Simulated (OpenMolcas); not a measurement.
**V3+: effect of the metal basis**

V3+ with 6 ligands (fluoride) in trigonal prismatic coordination (D3h) at 1.85 Å, a polar angle of 48.1° against the regular 49.1°. A charge of +0.5 e stands 2.6 Å behind each ligand.

```
Program             : OpenMolcas 26.06
Method              : CASSCF
Spin-orbit coupling : RASSI with atomic mean-field integrals over the reference wave functions
```

Fixed: ligand basis ANO-RCC-VDZP, active space 2 electrons in 5 orbitals (3d), DKH2 Hamiltonian.

States (labels of D3, the rotations of D3h). Energies in cm-1 above the lowest state or level, χT in cm3 K/mol.

```json
{"Run": "A", "Metal basis": "ANO-RCC-VDZP", "Ground state": "3E", "First state of that spin": "3A2 11006", "First gap with spin-orbit (degeneracies)": "182.3 (2, 2)", "χT at 300 K": "0.885", "First state of another spin": "1A1 13213", "Cost": "roughly 25 core-seconds"}
{"Run": "B", "Metal basis": "ANO-RCC-VTZP", "Ground state": "3E", "First state of that spin": "3A2 10892", "First gap with spin-orbit (degeneracies)": "180.1 (2, 2)", "χT at 300 K": "0.891", "First state of another spin": "1A1 13189", "Cost": "roughly 60 core-seconds"}
```

Against A, the first state of the same spin changes by -1.0 % in B.

Costs are those of the RASSCF and RASSI steps.

An orbital doublet at a regular site is open to a Jahn-Teller distortion, which this geometry leaves out. Without dynamic correlation the repulsion within the d shell is too large (B by tens of per cent), so at a given field states of lower spin stand too high. Ligand-to-metal charge-transfer states are missing. With no ligand orbital active B as a rule stays too high, so bands that hang on it stand too high and its fall with covalency is understated. With metal d orbitals alone and no dynamic correlation the field as a rule comes out too small, by tens of per cent, by up to half for chloride and softer ligands. The distance lies 5 % under the 1.95 Å that this model takes as the normal distance (a Shannon-type radius plus a fixed donor radius); by an R⁻⁵ law this alone changes a d-shell field by about +30 %. No measured value stands beside these numbers; the geometry is a model, was not optimised and need not be the one that this ion takes.
